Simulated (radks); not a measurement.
Results of a calculation; reference values are marked as such.
All-electron atom: Ar3+ in [Ne] 3s2 3p3.

Level of theory: Dirac Kohn-Sham, LDA (Slater exchange, Perdew-Wang correlation), spin-unpolarised, spherical densities, finite nucleus; open shells fill j = l - 1/2 first; Fermi nuclear charge, rms radius 3.4274 fm (a radial shooting solver on a logarithmic mesh with Libxc functionals).

Energy parts (eV):
total: -14275.166
kinetic: 14354.578
electron-nucleus: -33433.637
Hartree: 5564.567
exchange-correlation: -760.672

Orbitals (lengths in bohr, moments of r in powers of bohr; r(90%) holds 90 % of the orbital's charge):
orbital,occ.,eigenvalue (eV),r(90%),<r^2>,<r>
1s1/2,2,-3159.665,0.153,0.009935,0.08594
2s1/2,2,-343.8749,0.648,0.2041,0.4147
2p1/2,2,-279.4947,0.621,0.1745,0.3746
2p3/2,4,-277.2536,0.625,0.1766,0.3770
3s1/2,2,-65.4596,1.92,1.912,1.291
3p1/2,2,-50.1534,2.11,2.251,1.391
3p3/2,1,-49.8998,2.12,2.269,1.397

The highest occupied level is 3p3/2 at -49.900 eV. The electron density at the nucleus is 4312 e/bohr^3. For comparison, the ionisation energy in NIST's Atomic Spectra Database is 59.6 eV (semi-empirical). In exact Kohn-Sham theory the highest level is minus the ionisation energy, but local and semilocal functionals leave it too shallow, through self-interaction and a potential that decays too fast; potentials with the right tail come closer. The density falls to 0.001 e/bohr^3 at r = 2.98 bohr. Summed over all electrons, <r^2> = 12.08 bohr^2, which gives a Langevin (diamagnetic) susceptibility term of -9.57 x 10^-6 cm^3/mol.

Beside tabulated values, note that spin-unpolarised runs miss the spin-polarisation part of the exchange energy of open shells.
